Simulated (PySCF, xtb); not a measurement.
PbFCl, SMILES [Cl][Pb][F] (connectivity only; charge and spin as stated), neutral, multiplicity 1.

GFN2-xTB (xtb) at its own geometry gives an orbital gap of 2.83 eV and a dipole moment of 6.59 D.

Coordinates come from a r2SCAN-D4/def2-TZVP optimisation. The def2 effective core potentials stand for the cores of Pb; spin–orbit coupling is left out.

Problem. What does B3LYP/def2-TZVPD run with PySCF give? (The exact figures need the calculation; the answer reports its results.)

Solution. gap 4.98 eV (levels -8.31 and -3.33 eV), dipole 4.79 D.
